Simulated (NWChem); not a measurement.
Molecule: InNH4; SMILES [NH2][InH2]

def2 effective core potentials on In; no spin-orbit coupling.

Give the equilibrium geometry at PBE0/def2-SVP with def2 effective core potentials on In (NWChem) as an XYZ file, with the point group.

point group C2v; any orientation.
```
6

In    -0.0165     0.3636     0.0000
H     -0.0829     1.0960    -1.5569
H     -0.0829     1.0960     1.5569
N      0.1667    -1.6460     0.0000
H      0.2170    -2.2174    -0.8352
H      0.2170    -2.2174     0.8352
```
